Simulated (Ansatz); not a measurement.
A nudged elastic band was laid between two geometries of CH4B2ClF (9 atoms, charge 0, multiplicity 1).

Theory: UKS PBE0-D4/def2-SVP (Ansatz).

| Quantity | Value |
| --- | --- |
| movable images | 5 |
| climbing image | yes |
| spring | 5.0 eV/Å² |
| optimiser | quadratic models (default) |
| start path | through a guess of the saddle point |
| force threshold | 0.05 eV/Å |
| iteration limit | 60 |
| end points | relaxed |

First end point:

```xyz
9
Properties=species:S:1:pos:R:3
C 1.192 -0.378 0.413
B 0.125 0.470 -0.359
F 0.562 1.436 -1.175
B -1.559 0.246 -0.190
Cl -2.339 -0.934 -1.229
H 1.383 0.139 1.372
H 0.853 -1.393 0.666
H 2.153 -0.428 -0.123
H -2.282 0.796 0.607
```

Last end point:

```xyz
9
Properties=species:S:1:pos:R:3
C 1.193 -0.345 0.428
B 0.140 0.448 -0.415
F 0.579 1.206 -1.425
B -1.544 0.337 -0.151
Cl -2.397 -1.054 -0.796
H 0.933 -0.415 1.496
H 1.187 -1.384 0.047
H 2.216 0.046 0.319
H -2.219 1.114 0.482
```

(1) Which bonds break or form, and what moves?

(2) What energy profile does the band end with?

The band took 24 iterations and of the order of 21 core-minutes.

## Answers

(1) No bond is made or broken.

(2) It converged. The highest image is number 0 of 0 to 6, 0.000 eV above the first end and 0.002 eV above the last; the last end lies 0.002 eV below the first. The highest image is an end point: on this band no image between the ends rises above it.

| image | path coordinate (Å) | energy (eV) |
| --- | --- | --- |
| 0 | 0.00 | 0.000 |
| 1 | 0.29 | -0.001 |
| 2 | 0.58 | 0.000 |
| 3 | 0.82 | -0.001 |
| 4 | 1.07 | -0.001 |
| 5 | 1.31 | -0.002 |
| 6 | 1.56 | -0.002 |

Run time: 11 min on 2 threads of Arm Neoverse N1, on a shared host, peak memory 0.28 GiB.
